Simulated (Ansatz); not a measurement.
The cluster Sr2S2 was relaxed with B3LYP-D4 (def2-TZVP) in Ansatz in these states: charge +1 doublet, neutral quintet, neutral singlet, neutral triplet. The geometries follow in no particular order.

In the def2 sets Sr takes a core potential; there is no spin–orbit coupling.

A:

Cartesian coordinates in Å:
```
Sr 0.831 1.633 -1.101
Sr -0.836 -1.628 1.105
S -1.097 -0.242 -1.186
S 1.102 0.237 1.182
```

B:

```csv
atom,x (Å),y (Å),z (Å)
Sr1,-0.237,0.955,-1.914
Sr2,0.239,-0.952,1.915
S3,-1.611,1.028,0.712
S4,1.608,-1.031,-0.713
```

C:

```xyz
4

Sr   -0.6801    0.5167    1.9933
Sr    0.5820   -0.7081   -1.9654
S    -1.3416    0.7161   -0.6493
S     1.4397   -0.5247    0.6214
```

D:

```xyz
4

Sr   -1.024    0.451   -1.430
Sr    1.027   -0.450    1.429
S    -0.384    1.749    0.827
S     0.382   -1.750   -0.825
```

**Question.** Judge from the bond lengths which geometry belongs to which state (an estimate).

**Answer.** A is the charge +1 doublet (Sr1–Sr2 4.276 Å, Sr1–S3 2.690 Å, Sr2–S4 2.690 Å); B is the neutral quintet (Sr1–Sr2 4.303 Å, Sr1–S3 2.964 Å, Sr2–S4 2.964 Å); C is the neutral triplet (Sr1–Sr2 4.332 Å, Sr1–S3 2.731 Å, Sr2–S4 2.731 Å); D is the neutral singlet (Sr1–Sr2 3.632 Å, Sr1–S3 2.681 Å, Sr2–S4 2.681 Å).

At PBE0-D4/def2-TZVP a singlet lies 4.60 eV below the neutral quintet. At PBE0-D4/def2-TZVP a singlet lies 2.06 eV below the neutral triplet. These are the stationary points nearest to one start from a short search; other shapes may lie lower in each state.
